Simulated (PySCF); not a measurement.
**Ga: electron affinity**

Ga⁻ [Ar] 3d10 4s2 4p2 (3P) → Ga [Ar] 3d10 4s2 4p1 (2P), as a difference of total energies. Computed with PySCF 2.14 in def2-TZVPPD, with the non-relativistic Hamiltonian (point nucleus). Correlated levels: valence and next inner shell: [Ne] frozen. The calculations carry no spin-orbit coupling.

| method | electron affinity (eV) |
| --- | --- |
| UHF | -0.416 |
| MP2 (valence and next inner shell) | -0.099 |
| SCS-MP2 (valence and next inner shell) | -0.186 |
| CCSD (valence and next inner shell) | -0.092 |
| CCSD(T) (valence and next inner shell) | -0.063 |

A first-order spin-orbit estimate (lowest level to lowest level, LS coupling) adds -0.015 eV.

These non-relativistic numbers lack the scalar-relativistic shift.

Errors of the correlated levels include the incompleteness of this basis and the frozen core.

A negative affinity means that the anion lies above the atom at that level of theory.

For comparison: 0.301 eV (measured; photodetachment measurements, as compiled on the Wikipedia data page of electron affinities).
